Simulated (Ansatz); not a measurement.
C3H8AlCl2N, SMILES `CC[N](C)[Al]([Cl])[Cl]`. Charge 0, multiplicity 1. Geometry: relaxed with PBE0-D4/def2-TZVP. It is one conformer, not always the lowest.

```xyz
15

C    -1.443   -1.309    0.329
C    -0.204   -0.933   -0.450
N     0.389    0.342   -0.096
C     1.567    0.595   -0.907
Al   -0.100    1.535    1.103
Cl   -1.739    1.420    2.390
Cl    1.057    3.267    1.292
H    -2.246   -0.583    0.190
H    -1.240   -1.387    1.400
H    -1.807   -2.279   -0.013
H    -0.445   -0.922   -1.524
H     0.554   -1.720   -0.324
H     1.312    0.615   -1.975
H     2.320   -0.191   -0.762
H     2.027    1.551   -0.654
```

(1) What is the dipole moment at ωB97M-V/def2-TZVPP? (Best estimate.)

(2) And with PBE, r2SCAN, B3LYP? (Estimate.)

(3) Give the Mulliken charges with ωB97M-V, r2SCAN, B3LYP in def2-TZVPP. (Estimate.)

## Answers

(1) The calculation gave: 2.57 D, with components (0.35, -1.97, -1.61) D in this frame, pointing from negative to positive charge.

(2) Computed: PBE 2.61 D, r2SCAN 2.68 D, B3LYP 2.62 D.

(3) Ansatz gave: 
| atom | ωB97M-V | r2SCAN | B3LYP |
| --- | --- | --- | --- |
| C1 | -0.36 | -0.15 | -0.26 |
| C2 | -0.06 | 0.06 | -0.01 |
| N3 | -0.21 | -0.22 | -0.19 |
| C4 | -0.23 | -0.05 | -0.17 |
| Al5 | 0.45 | 0.52 | 0.49 |
| Cl6 | -0.21 | -0.25 | -0.25 |
| Cl7 | -0.22 | -0.26 | -0.26 |
| H8 | 0.11 | 0.05 | 0.08 |
| H9 | 0.11 | 0.05 | 0.08 |
| H10 | 0.11 | 0.04 | 0.09 |
| H11 | 0.09 | 0.03 | 0.06 |
| H12 | 0.09 | 0.03 | 0.06 |
| H13 | 0.11 | 0.05 | 0.08 |
| H14 | 0.11 | 0.05 | 0.08 |
| H15 | 0.11 | 0.06 | 0.09 |

B3LYP here is the variant with VWN-RPA as its local correlation; programs differ in this.
